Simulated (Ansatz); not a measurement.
# Molecular dynamics of AlClFH$_{2}$N

Input file:

```yaml
crystal:
  periodic: [false, false, false]
  atoms:
    - { symbol: Al, position_ang: [-0.028863, 0.008001, 0.059749] }
    - { symbol: "N", position_ang: [-0.009621, -0.001805, 1.814312] }
    - { symbol: H, position_ang: [-0.836524, -0.061316, 2.399809] }
    - { symbol: H, position_ang: [0.82867, 0.051525, 2.384461] }
    - { symbol: F, position_ang: [1.399413, 0.109312, -0.780821] }
    - { symbol: Cl, position_ang: [-1.820775, -0.105717, -1.01751] }
basis:
  gaussian: { orbitals: def2-SVP }
hamiltonian:
  xc: b3lyp
md:
  timestep: 4.0
  n_steps: 40
  ensemble: nve
  temperature: 700.0
  initial_velocities: maxwell_boltzmann
  seed: 815511
```

Command:

```bash
$ ansatz run input.yaml --threads 1 --pin off --max-ram 2048MiB --backend cpu --events-out ev --progress --plain --runs-dir out
```

It starts from a relaxed structure.

Output, in part (step lines, the closing report, with atoms numbered from 0):

```
md step     0: t =     0.00 fs  T =   700.0 K  F+E_penalty+E_count = -23355.64327091 eV  E_kin = 0.361928 eV  conserved = -23355.28134291 eV  (25 SCF iters)
md step     1: t =     4.00 fs  T =   857.1 K  F+E_penalty+E_count = -23355.25768369 eV  E_kin = 0.443161 eV  conserved = -23354.81452259 eV  (28 SCF iters)
md step     2: t =     8.00 fs  T = 201756.1 K  F+E_penalty+E_count = -23344.61171881 eV  E_kin = 104.315976 eV  conserved = -23240.29574300 eV  (34 SCF iters)
md step     3: t =    12.00 fs  T = 880897.9 K  F+E_penalty+E_count = -23343.48587314 eV  E_kin = 455.459449 eV  conserved = -22888.02642374 eV  (56 SCF iters)
md step     4: t =    16.00 fs  T = 888905.0 K  F+E_penalty+E_count = -23340.10847293 eV  E_kin = 459.599445 eV  conserved = -22880.50902837 eV  (57 SCF iters)
md step     5: t =    20.00 fs  T = 884672.2 K  F+E_penalty+E_count = -23336.87492875 eV  E_kin = 457.410935 eV  conserved = -22879.46399330 eV  (50 SCF iters)
md step     6: t =    24.00 fs  T = 882409.6 K  F+E_penalty+E_count = -23335.99476810 eV  E_kin = 456.241060 eV  conserved = -22879.75370845 eV  (108 SCF iters)
md step     7: t =    28.00 fs  T = 881861.7 K  F+E_penalty+E_count = -23335.71340443 eV  E_kin = 455.957773 eV  conserved = -22879.75563182 eV  (111 SCF iters)
md step     8: t =    32.00 fs  T = 881528.9 K  F+E_penalty+E_count = -23335.56819621 eV  E_kin = 455.785683 eV  conserved = -22879.78251334 eV  (900 SCF iters)
md step     9: t =    36.00 fs  T = 881019.2 K  F+E_penalty+E_count = -23335.29303400 eV  E_kin = 455.522147 eV  conserved = -22879.77088677 eV  (484 SCF iters)
md step    10: t =    40.00 fs  T = 880406.7 K  F+E_penalty+E_count = -23334.97134724 eV  E_kin = 455.205459 eV  conserved = -22879.76588849 eV  (240 SCF iters)
md step    11: t =    44.00 fs  T = 879862.4 K  F+E_penalty+E_count = -23334.68673982 eV  E_kin = 454.924053 eV  conserved = -22879.76268647 eV  (164 SCF iters)
md step    12: t =    48.00 fs  T = 879473.8 K  F+E_penalty+E_count = -23334.48714503 eV  E_kin = 454.723137 eV  conserved = -22879.76400839 eV  (211 SCF iters)
md step    13: t =    52.00 fs  T = 879222.6 K  F+E_penalty+E_count = -23334.35937340 eV  E_kin = 454.593242 eV  conserved = -22879.76613142 eV  (292 SCF iters)
md step    14: t =    56.00 fs  T = 879061.5 K  F+E_penalty+E_count = -23334.27570461 eV  E_kin = 454.509950 eV  conserved = -22879.76575416 eV  (278 SCF iters)
md step    15: t =    60.00 fs  T = 878997.3 K  F+E_penalty+E_count = -23334.24099928 eV  E_kin = 454.476735 eV  conserved = -22879.76426475 eV  (334 SCF iters)
md step    16: t =    64.00 fs  T = 879068.3 K  F+E_penalty+E_count = -23334.27719502 eV  E_kin = 454.513486 eV  conserved = -22879.76370889 eV  (284 SCF iters)
md step    17: t =    68.00 fs  T = 879289.7 K  F+E_penalty+E_count = -23334.39275856 eV  E_kin = 454.627934 eV  conserved = -22879.76482502 eV  (285 SCF iters)
md step    18: t =    72.00 fs  T = 879629.1 K  F+E_penalty+E_count = -23334.57060617 eV  E_kin = 454.803417 eV  conserved = -22879.76718925 eV  (338 SCF iters)
md step    19: t =    76.00 fs  T = 880021.1 K  F+E_penalty+E_count = -23334.77574772 eV  E_kin = 455.006098 eV  conserved = -22879.76964952 eV  (486 SCF iters)
md step    20: t =    80.00 fs  T = 880394.6 K  F+E_penalty+E_count = -23334.97224627 eV  E_kin = 455.199224 eV  conserved = -22879.77302252 eV  (547 SCF iters)
md step    21: t =    84.00 fs  T = 880643.0 K  F+E_penalty+E_count = -23335.10958547 eV  E_kin = 455.327673 eV  conserved = -22879.78191218 eV  (502 SCF iters)
md step    22: t =    88.00 fs  T = 880546.9 K  F+E_penalty+E_count = -23335.07037664 eV  E_kin = 455.277986 eV  conserved = -22879.79239052 eV  (342 SCF iters)
md step    23: t =    92.00 fs  T = 879966.4 K  F+E_penalty+E_count = -23334.75733549 eV  E_kin = 454.977841 eV  conserved = -22879.77949471 eV  (354 SCF iters)
md step    24: t =    96.00 fs  T = 879371.4 K  F+E_penalty+E_count = -23334.41644688 eV  E_kin = 454.670174 eV  conserved = -22879.74627295 eV  (320 SCF iters)
md step    25: t =   100.00 fs  T = 879481.0 K  F+E_penalty+E_count = -23334.48703648 eV  E_kin = 454.726853 eV  conserved = -22879.76018382 eV  (330 SCF iters)
md step    26: t =   104.00 fs  T = 880027.6 K  F+E_penalty+E_count = -23334.79596807 eV  E_kin = 455.009492 eV  conserved = -22879.78647575 eV  (342 SCF iters)
md step    27: t =   108.00 fs  T = 880375.8 K  F+E_penalty+E_count = -23334.96926430 eV  E_kin = 455.189478 eV  conserved = -22879.77978654 eV  (327 SCF iters)
md step    28: t =   112.00 fs  T = 880482.4 K  F+E_penalty+E_count = -23335.02407183 eV  E_kin = 455.244642 eV  conserved = -22879.77943015 eV  (351 SCF iters)
md step    29: t =   116.00 fs  T = 880352.1 K  F+E_penalty+E_count = -23334.95789046 eV  E_kin = 455.177227 eV  conserved = -22879.78066375 eV  (374 SCF iters)
md step    30: t =   120.00 fs  T = 879959.1 K  F+E_penalty+E_count = -23334.74728160 eV  E_kin = 454.974064 eV  conserved = -22879.77321714 eV  (372 SCF iters)
md step    31: t =   124.00 fs  T = 879471.5 K  F+E_penalty+E_count = -23334.48769758 eV  E_kin = 454.721941 eV  conserved = -22879.76575698 eV  (495 SCF iters)
md step    32: t =   128.00 fs  T = 879095.8 K  F+E_penalty+E_count = -23334.28999583 eV  E_kin = 454.527683 eV  conserved = -22879.76231308 eV  (469 SCF iters)
md step    33: t =   132.00 fs  T = 878938.1 K  F+E_penalty+E_count = -23334.20900670 eV  E_kin = 454.446175 eV  conserved = -22879.76283121 eV  (286 SCF iters)
md step    34: t =   136.00 fs  T = 878981.0 K  F+E_penalty+E_count = -23334.23568679 eV  E_kin = 454.468340 eV  conserved = -22879.76734729 eV  (400 SCF iters)
md step    35: t =   140.00 fs  T = 879091.6 K  F+E_penalty+E_count = -23334.29971537 eV  E_kin = 454.525514 eV  conserved = -22879.77420164 eV  (361 SCF iters)
md step    36: t =   144.00 fs  T = 879113.4 K  F+E_penalty+E_count = -23334.31022408 eV  E_kin = 454.536810 eV  conserved = -22879.77341418 eV  (426 SCF iters)
md step    37: t =   148.00 fs  T = 879128.0 K  F+E_penalty+E_count = -23334.30389623 eV  E_kin = 454.544343 eV  conserved = -22879.75955362 eV  (309 SCF iters)
md step    38: t =   152.00 fs  T = 879438.6 K  F+E_penalty+E_count = -23334.46780534 eV  E_kin = 454.704953 eV  conserved = -22879.76285197 eV  (219 SCF iters)
md step    39: t =   156.00 fs  T = 879966.2 K  F+E_penalty+E_count = -23334.75684750 eV  E_kin = 454.977742 eV  conserved = -22879.77910563 eV  (287 SCF iters)
md step    40: t =   160.00 fs  T = 880312.6 K  F+E_penalty+E_count = -23334.94061786 eV  E_kin = 455.156804 eV  conserved = -22879.78381338 eV  (2200 SCF iters)
Total energy: -23334.94119690 eV, -857.5432719949 hartree
Atom 0 at    -0.325441    -0.432868    -2.659752 Å, force    -0.430643     0.925511     0.346904 eV/Å
Atom 1 at    26.775066    -1.357858   -11.613630 Å, force    -0.001653     0.000019     0.000544 eV/Å
Atom 2 at  -327.661143    19.138970   282.934909 Å, force     0.000007    -0.000001    -0.000005 eV/Å
Atom 3 at    -8.746890     1.035518    45.770837 Å, force     0.000004    -0.000002    -0.000047 eV/Å
Atom 4 at     0.803187     0.784253    -3.057601 Å, force    -0.855855    -0.814941     0.316619 eV/Å
Atom 5 at    -2.293335    -0.170004    -1.632352 Å, force     1.288140    -0.110586    -0.664015 eV/Å
Dipole moment:    10.541427    -1.016985   -11.491775 e Å
```

The run went to its last step. The conserved energy changed by up to 79000 meV per atom, so the integration failed: the time step of 4 fs is too long for the fastest motions that this run met, and the later frames carry no physical meaning.

Parted: Al1–N2 1.75 → 28.56 Å, N2–H3 1.01 → 461.31 Å, N2–H4 1.02 → 67.53 Å. It ends as AlClF + H + H + N. Pairs count as bonded within 1.25 times the sum of covalent radii (0.12 Å more for H–H).

Last frame:

```xyz
6
Properties=species:S:1:pos:R:3
Al -0.325 -0.433 -2.660
N 26.775 -1.358 -11.614
H -327.661 19.139 282.935
H -8.747 1.036 45.771
F 0.803 0.784 -3.058
Cl -2.293 -0.170 -1.632
```

Run time: 9.9 min on 1 thread of Arm Neoverse V2, on a shared host, peak memory 0.17 GiB.
